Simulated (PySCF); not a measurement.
C8H12O3.
Atom-mapped SMILES: `[CH3:1][C@@:2]1([O:3][CH:4]=[O:5])[CH2:6][C@@H:7]2[CH2:8][CH2:9][C@H:10]1[O:11]2` (hydrogens: H12, H13, H14 on C1; H15 on C4; H16, H17 on C6; H18 on C7; H19, H20 on C8; H21, H22 on C9; H23 on C10)

Method: PBE0-D3(BJ)/def2-SVP geometry optimisation, gas phase (PySCF); density fitting, grid level 1; the optimiser is geomeTRIC in internal coordinates, started from a GFN2-xTB structure with every atom displaced at random (about 0.01 Å).

Geometry at step 2:
```
atom  x, y, z in Å
C1     -1.9986   -0.8720   -0.3791
C2     -0.7614   -0.2175    0.2048
O3     -1.1836    0.8456    1.0845
C4     -1.6925    1.9776    0.5882
O5     -1.9191    2.4194   -0.5011
C6      0.1059   -1.1935    1.0340
C7      1.3863   -1.2663    0.1915
C8      2.2336   -0.0091    0.4182
C9      1.3958    1.0410   -0.3423
C10     0.2578    0.1739   -0.9049
O11     0.8909   -1.0772   -1.1284
H12    -1.6934   -1.7118   -1.0203
H13    -2.6480   -1.2517    0.4235
H14    -2.5633   -0.1549   -0.9936
H15    -2.0523    2.5160    1.4905
H16    -0.3758   -2.1786    1.1116
H17     0.2657   -0.8074    2.0495
H18     1.9306   -2.2180    0.2550
H19     2.3675    0.2219    1.4843
H20     3.2318   -0.1316   -0.0321
H21     1.9563    1.4921   -1.1717
H22     1.0414    1.8618    0.2965
H23    -0.2041    0.5405   -1.8257
```

Question: Give the atomic forces at this geometry.

Answer: 
```csv
atom,Fx (eV/Å),Fy (eV/Å),Fz (eV/Å)
C1,0.040,-0.024,-0.163
C2,-0.036,-0.169,0.024
O3,0.466,0.141,-1.357
C4,-1.361,0.785,1.652
O5,0.899,-1.181,-0.488
C6,-0.045,-0.056,0.015
C7,-0.009,-0.022,0.048
C8,0.093,-0.005,-0.056
C9,-0.092,0.095,0.031
C10,0.070,-0.011,0.190
O11,-0.068,0.059,-0.086
H12,-0.004,0.020,0.032
H13,0.009,-0.008,0.002
H14,-0.010,-0.004,0.032
H15,0.208,0.317,0.157
H16,-0.001,0.011,0.003
H17,0.003,0.008,0.002
H18,-0.017,0.023,-0.012
H19,-0.003,0.007,0.001
H20,-0.083,0.005,0.041
H21,0.012,-0.006,-0.005
H22,-0.018,-0.031,-0.005
H23,-0.051,0.046,-0.058
```

The largest, 2.28 eV/Å, acts on C4; the rms over all components is 0.382 eV/Å. The forces sum to zero within rounding, as they must for an isolated molecule in no field.

Question: Give the force on C4 in Eh/bohr and in nN.

Answer: 2.280 eV/Å ÷ 51.422 = 0.04435 Eh/bohr, and 2.280 eV/Å × 1.602 = 3.65 nN.

Question: How far is this geometry from the end of the optimisation?

Answer: 0.203 eV above it, and 0.070 Å rms away after alignment. The bonds farthest from their final lengths, with half the difference of the two atoms' forces along the bond (positive lengthens):

```tsv
bond	now (Å)	final (Å)	force along bond (eV/Å)
O3–C4	1.337	1.328	+0.06
C8–H20	1.102	1.099	-0.10
C2–C10	1.557	1.554	0.00
C1–H14	1.100	1.098	-0.03
C10–O11	1.420	1.418	-0.04
```

The angle farthest from its final value is O3–C4–O5, 136.3° against 126.6°.

The cost below is that of the whole optimisation. Time: 4.8 min wall, 11 min CPU; peak memory 1.1 GiB. Hardware: an Intel Xeon at 2.70 GHz with 2 threads, no GPU (shared host).
